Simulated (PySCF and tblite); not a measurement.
3-acetyl-1-fluorobenzene, C₈H₇FO, numbered as in [CH3:1][C:2](=[O:3])[c:4]1[cH:5][cH:6][cH:7][c:8]([F:9])[cH:10]1.

The ensemble was built from 90 distance-geometry starts (ETKDG and KDG, MMFF94s, GFN2-xTB) and rests on PBE0-D3(BJ)/def2-SVP geometries. Weights use PBE0-D3(BJ)/def2-SVPD (IEF-PCM, chloroform) energies plus GFN2-xTB zero-point and thermal terms (modes under about 100 cm⁻¹ blended into free rotors). Symmetry numbers and mirror images are counted. Conformers within 3 kcal/mol (GFN2-xTB free energy) were kept, 8 at most. Couplings: B3LYP/pcSseg-1 with pcJ-1 on H, F (gas phase; spin-dipole term only for pairs with B, N, F, Si or P). Couplings are for ¹⁹F, ¹H. Codes: tblite and PySCF.

Torsions listed: O3–C2–C4–C5.

| conformer | shape | weight % |
| --- | --- | --- |
| 1 | 179° | 56.1 |
| 2 | 1° | 43.9 |

Question: Give the couplings in each conformer and the averages at 298.15 K (pairs that fast motion interchanges averaged).

Answer: 
| coupling | pairs | 1 | 2 | average (Hz) |
| --- | --- | --- | --- | --- |
| ⁴J(H6,F9) | 1 | 4.7 | 5.0 | 4.8 |
| ³J(H7,F9) | 1 | 8.1 | 8.3 | 8.2 |
| ³J(F9,H10) | 1 | 9.8 | 9.2 | 9.5 |
| ²J(H1,H1) | 3 | -15.8 | -15.8 | -15.8 |
| ³J(H5,H6) | 1 | 8.6 | 8.8 | 8.7 |
| ⁴J(H5,H7) | 1 | 0.4 | 0.7 | 0.5 |
| ⁴J(H5,H10) | 1 | 1.1 | 1.1 | 1.1 |
| ³J(H6,H7) | 1 | 9.2 | 9.1 | 9.2 |
| ⁴J(H7,H10) | 1 | 2.6 | 2.2 | 2.4 |

Only couplings over up to 4 bonds are listed; longer-range ones, if any, are left out.

Computed couplings to fluorine can be off by tens of per cent at such levels.
